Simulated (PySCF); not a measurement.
PySCF input:

```python
from pyscf import gto, scf, dft

mol = gto.M(
    atom='''
    Ge   -0.00000000   -0.00000000   -1.22905116
    Br    0.00000000    0.00000000    1.12370392
    ''',
    basis='def2-tzvpd',
    charge=0,
    spin=1,
    symmetry='C2v',
    verbose=4,
)

mf = dft.UKS(mol, xc='mn15').density_fit(auxbasis='def2-universal-jkfit')
mf.grids.level = 4
mf.conv_tol = 1e-9
mf.max_cycle = 100
mf.max_memory = 1500
mf.kernel()
if not mf.converged:
    mf = mf.newton()
    mf.kernel(mf.make_rdm1())
mf.analyze()
```

**Question.** Which total energy does the run end on?

**Answer.** -4651.80367 Eh (MN15/def2-TZVPD).
